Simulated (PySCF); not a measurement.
Computed shifts of a molecule C₂H₈O₂Si, PySCF with B3LYP/pcSseg-1, GIAO, gas phase, atoms alike by connectivity averaged where their shifts nearly agree, in ppm (number of nuclei): ¹³C: 57.0 (1), 1.3 (1). ²⁹Si: 2.3 (1). ¹H: 5.13 (1), 3.76 (1), 3.64 (1), 1.34 (1), 1.23 (1), 0.44 (3). References: ¹³C against TMS (σ = 181.3 ppm); ²⁹Si against TMS (σ = 338.7 ppm); ¹⁷O against H2O (σ = 333.8 ppm); ¹H against TMS (σ = 31.68 ppm), references at their B3LYP-D3(BJ)/def2-TZVP geometries, non-relativistic. Geometry optimised at ωB97X-D3(BJ)/def2-SVP. The values are those of a single conformer.

Task: Identify the compound among the candidates.
A. COCO[SiH3]
B. C[Si@H](O)CO
C. C[C@H](O)[SiH2]O
D. CO[SiH2]OC

Result: B, C[Si@H](O)CO
